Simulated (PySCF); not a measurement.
This PySCF input asks for the NMR shieldings of `[SiH3]S[C@@]12CCCC[C@@H]1C2`, C7H14SSi; the geometry comes from GFN2-xTB.

```python
import basis_set_exchange as bse
import numpy as np
from pyscf import gto, dft
from pyscf.prop import nmr

atoms = """
Si    2.846965   -1.118400   -0.737125
S     2.272916    0.930987   -0.950658
C     0.518336    0.864230   -0.484302
C    -0.370845    0.372365   -1.601808
C    -1.741949   -0.072309   -1.096769
C    -1.580346   -1.021446    0.085557
C    -1.024051   -0.275006    1.297541
C     0.201341    0.549222    0.949114
C     0.051256    1.952864    0.431442
H     2.564915   -1.545227    0.628561
H     4.264033   -1.091834   -1.044030
H     2.089365   -1.942901   -1.674526
H     0.117947   -0.477378   -2.086087
H    -0.474235    1.159808   -2.353399
H    -2.333623    0.792945   -0.791891
H    -2.274602   -0.568069   -1.910677
H    -0.898818   -1.829059   -0.192876
H    -2.542673   -1.466718    0.345008
H    -0.766467   -0.992338    2.078925
H    -1.800794    0.382371    1.698152
H     1.052472    0.384732    1.599290
H     0.768567    2.695098    0.746246
H    -0.944462    2.343048    0.281699
"""
names = dict.fromkeys(["Si", "S", "C", "H"], "pcSseg-1")
basis = {el: gto.basis.parse(bse.get_basis(n, elements=[el], fmt="nwchem")) for el, n in names.items()}
mol = gto.M(atom=atoms, basis=basis, charge=0, verbose=0)
mf = dft.RKS(mol, xc="PBE0")
mf.grids.level = 2
mf.grids.alignment = dft.numint.BLKSIZE   # the property module wants whole blocks of grid points
mf.conv_tol = 1e-9
mf.kernel()

calc = nmr.RKS(mf)   # GIAO
C = mf.mo_coeff
Co = C[:, mf.mo_occ > 0]
resp = mf.gen_response(singlet=True, hermi=2)
def vind(x):   # induced exchange potential for any number of trial vectors
    d = np.einsum("pi,xij,qj->xpq", C, 2 * x.reshape(-1, C.shape[1], Co.shape[1]), Co, optimize=True)
    return np.einsum("xpq,pi,qj->xij", resp(d - d.transpose(0, 2, 1)), C, Co, optimize=True).ravel()
mo1, _ = nmr.rhf.solve_mo1(calc, with_cphf=vind)
sigma = calc.kernel(mo1)
for i, s in enumerate(sigma):   # ppm
    print("%2d %-2s %9.2f" % (i, mol.atom_pure_symbol(i), np.trace(s) / 3))
```

Task: Give the expected output.

Result: 
```
 0 Si    412.23
 1 S     581.05
 2 C     158.30
 3 C     152.30
 4 C     161.73
 5 C     160.26
 6 C     157.30
 7 C     161.63
 8 C     162.26
 9 H      27.20
10 H      27.41
11 H      27.04
12 H      29.75
13 H      29.37
14 H      30.91
15 H      30.15
16 H      30.69
17 H      30.30
18 H      29.50
19 H      30.30
20 H      30.52
21 H      30.58
22 H      31.25
```

These numbers come from an equivalent density-fitted implementation of the same equations, which agrees with the script to about 0.01 ppm for H and up to a few tenths of a ppm for heavy atoms, so last digits may differ.

Task: Turn these shieldings into chemical shifts. δ = σ(ref) − σ, references computed at the same level: ²⁹Si (349.16 ppm), ¹³C (186.93 ppm), ¹H (31.72 ppm) vs TMS; ³³S (503.73 ppm) against CS2.

Result: Averaging equivalent atoms: Si 0: -63.1; S 1: -77; C 3: 34.6; C 6: 29.6; C 2: 28.6; C 5: 26.7; C 7: 25.3; C 4: 25.2; C 8: 24.7; H 9/10/11: 4.50; H 13: 2.34; H 18: 2.22; H 12: 1.96; H 15: 1.56; H 19: 1.42; H 17: 1.42; H 20: 1.20; H 21: 1.14; H 16: 1.02; H 14: 0.80; H 22: 0.47 ppm. 

Size and cost of the density-fitted run: 237 basis functions, 97 s wall time on 1 thread of an Arm Neoverse N1, shared host; peak memory 1.1 GiB.
